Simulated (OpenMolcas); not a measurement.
Dy2+ with 8 ligands (fluoride) in square antiprismatic coordination (D4d), a polar angle of 61.3° against the regular 57.3°. A charge of +0.75 e stands 2.6 Å behind each ligand. Ligand basis ANO-RCC-VDZP.

```yaml
Program: OpenMolcas 26.06
Method: CASSCF
Basis: ANO-RCC-VDZP [7s6p4d2f1g]
Scalar_Hamiltonian: DKH2, point nucleus
Active_space: 10 electrons in 7 orbitals (4f)
State_averaging: 2S+1 = 5 even, 35 roots (33 in the spin-orbit step); 2S+1 = 3 even, 106 roots kept (CI in the orbitals of an earlier block); 2S+1 = 1 even, 41 roots kept (CI in the orbitals of an earlier block, 31 in the spin-orbit step)
Spin-orbit_coupling: state interaction with AMFI integrals over the reference wave functions
```

All ligands move together. At R = 2.41 Å the width of the lowest J multiplet is 338 cm-1, and at R = 2.61 Å it is 263 cm-1.

Q: A third run gives 300 cm-1. What distance was it run at?

A: With a power law R^-n the two known points give n = -ln(263 / 338) / ln(2.61 / 2.41) = 3.15. Then R = 2.41 × (338 / 300)^(1/3.15) = 2.503 Å. The run was at 2.5 Å, so the estimate is off by +0.003 Å.

High states are left out of the spin-orbit mixing, which shifts the levels that they would mix with. Without dynamic correlation the ligand-field splitting of an f shell can come out too small, at times by half. A group larger than the point group allows holds several states that coincide in this model. No measured value stands beside these numbers; the geometry was imposed, not optimised, and the real ion may take another.
